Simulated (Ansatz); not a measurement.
CH₇NOSi₂ (`N=C(O)[SiH2][SiH3]`) from Hartree–Fock to CCSD(T)

```xyz
12

N    -1.479    1.276    1.546
C    -0.394    0.772    1.139
O     0.749    1.476    1.258
Si   -0.122   -0.918    0.304
Si    0.773   -0.614   -1.836
H    -2.265    0.651    1.403
H     0.514    2.317    1.681
H     0.793   -1.734    1.146
H    -1.456   -1.573    0.253
H    -0.109    0.288   -2.622
H     2.128   -0.015   -1.738
H     0.867   -1.924   -2.534
```

Charge 0, multiplicity 1. The structure was optimised at the PBE0-D4/def2-TZVP level. It is one conformer, not always the lowest. Frozen core, restricted reference, the Gaussian-basis code of Ansatz. CBS rows extrapolate triple and quadruple zeta; past MP2 they add the triple-zeta difference.

| basis | HF (Eh) | MP2 corr. | CCSD corr. | (T) | CCSD(T) total |
| --- | --- | --- | --- | --- | --- |
| def2-TZVPP | -749.19932 | -0.84939 | -0.89980 | -0.03756 | -750.13668 |
| def2-QZVPP | -749.22501 | -0.91190 | – | – | – |
| CBS(def2) | -749.22854 | -0.95820 | -1.00861 | as TZ | -750.27471 |
